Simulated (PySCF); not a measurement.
The numbers are results of TPSSh-D3(BJ)/def2-TZVP // PBE0-D3(BJ)/def2-TZVP (PySCF 2.14.0), not measurements. Gas-phase values, no solvent. Delta-SCF ions had no search for a lower state. Excitations are Tamm–Dancoff values on a coarser integration grid. The basis has no diffuse functions, so Rydberg states are missing or too high.

Reference species (SMILES): `CB(C)C` (neutral, multiplicity 1).

```json
{
 "T1 excitation (TDA)": "5.89 eV",
 "vertical ionisation energy (Delta-SCF)": "10.43 eV"
}
```

Changed species: `CB(I)I` (2 of 3 CH3 replaced by I; the reference has 0 of 3 CH3 replaced by I).

Question: Predict the effect on the T1 excitation (TDA) and vertical ionisation energy (Delta-SCF).

Answer: the T1 excitation (TDA) drops by 2.11 eV, to 3.78 eV; the vertical ionisation energy (Delta-SCF) falls by 1.29 eV, to 9.14 eV.
